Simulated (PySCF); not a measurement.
C3H6N2Si, SMILES CC1=NC=N[SiH2]1.

Geometry: PBE0-D3(BJ)/def2-SVP. The structure was generated by enumeration, and PubChem lists no compound with its InChIKey, so it may never have been made.

Vertical ionisation energy (IE) and electron affinity (EA) in eV. Rows of orbital energies are one-electron estimates. Where ΔSCF, EOM or ADC give a negative EA the extra electron is unbound and the value depends on the basis.

```
level                                              IE    EA
-----------------------------------------------  ----  ----
−ε(HOMO), −ε(LUMO), CAM-B3LYP/def2-TZVP (PySCF)   ___   ___
−ε(HOMO), −ε(LUMO), PBE/def2-TZVP (PySCF)        5.91  3.09
```

Question: Some entries are withheld; supply them. (Estimate from the structure and the level; the computed values follow.)

Answer: 
- −ε(HOMO), −ε(LUMO), CAM-B3LYP/def2-TZVP (PySCF), IE: 8.77
- −ε(HOMO), −ε(LUMO), CAM-B3LYP/def2-TZVP (PySCF), EA: 0.93
